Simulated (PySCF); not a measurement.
H2BrO2Sb, singlet, geometry from GFN2-xTB (core potentials on Sb).

Input for PySCF:
```python
from pyscf import gto, scf

mol = gto.M(
    atom='''
Sb    0.25699082    0.51089536    0.63784677
Br   -0.68236137   -1.40401884   -0.71390294
O    -0.60390622    1.88468596   -0.41104305
H    -1.52634236    2.03614823   -0.21338858
O     1.82512058    0.73256214   -0.46689169
H     2.53274359    0.11086291   -0.30671584
''',
    basis='def2-sv(p)',
    ecp={'Sb': 'def2-sv(p)'},
    verbose=4,
    max_memory=1800,
)

mf = scf.RHF(mol)
mf = mf.density_fit(auxbasis='def2-universal-jkfit')
mf.kernel()
```

Problem. What does this run give for the HOMO energy, total energy, HOMO-LUMO gap, number of basis functions?

Solution. 
The HOMO energy is -10.36 eV, the total energy is -80604.2487 eV and the HOMO-LUMO gap comes out as 12.13 eV. The number of basis functions comes out as 90.
